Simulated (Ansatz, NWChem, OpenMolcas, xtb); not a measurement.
# Ligand exchange: BH2F + SnH3(SH) → BH2(SH) + SnH3F

Species: BH2F `BF`, singlet; SnH3(SH), singlet; BH2(SH), singlet; SnH3F `[F][SnH3]`, singlet. The partners trade F for SH: B–F and Sn–SH bonds give way to B–SH and Sn–F.

Shapes, held fixed at every level: PBE0-D4/def2-TZVP. Programs: Ansatz 0.2.0, NWChem 7.3.0, OpenMolcas 26.06, xtb 6.7.1. The zero-point and thermal change to 298 K, harmonic and unscaled (PBE0-D4/def2-TZVP), is -0.4 kJ/mol.

**Question.** Estimate ΔH(298 K) of this reaction.

**Answer.** The highest level, CCSD(T)/def2-TZVPP, gives ΔH(298 K) = +52.1 kJ/mol; the levels span +40.2 to +69.2. The column of differences is taken from that level and isn't an error. No measured value is set beside it here. For atoms past krypton def2 sets carry core potentials with scalar relativity. Correlated rows may include outer-core shells of Sn, which these sets cover unevenly.

| level | kind | ΔH(298 K) (kJ/mol) | less CCSD(T)/def2-TZVPP |
| --- | --- | --- | --- |
| GFN2-xTB | semi-empirical | +66.2 | +14.1 |
| HF/def2-SVP | Hartree–Fock | +69.2 | +17.1 |
| PBE-D4/def2-TZVPP | GGA | +40.2 | -11.9 |
| r2SCAN-D4/def2-TZVPP | meta-GGA | +41.9 | -10.2 |
| B3LYP-D4/def2-TZVPP | global hybrid | +47.9 | -4.2 |
| B2PLYP/def2-TZVPP | double hybrid | +47.9 | -4.2 |
| MP2/def2-TZVPP | perturbation theory | +54.8 | +2.7 |
| CCSD/def2-SVP | coupled cluster or CI | +55.8 | +3.7 |
| CCSD(T)/def2-TZVPP | coupled cluster or CI | +52.1 | 0.0 |
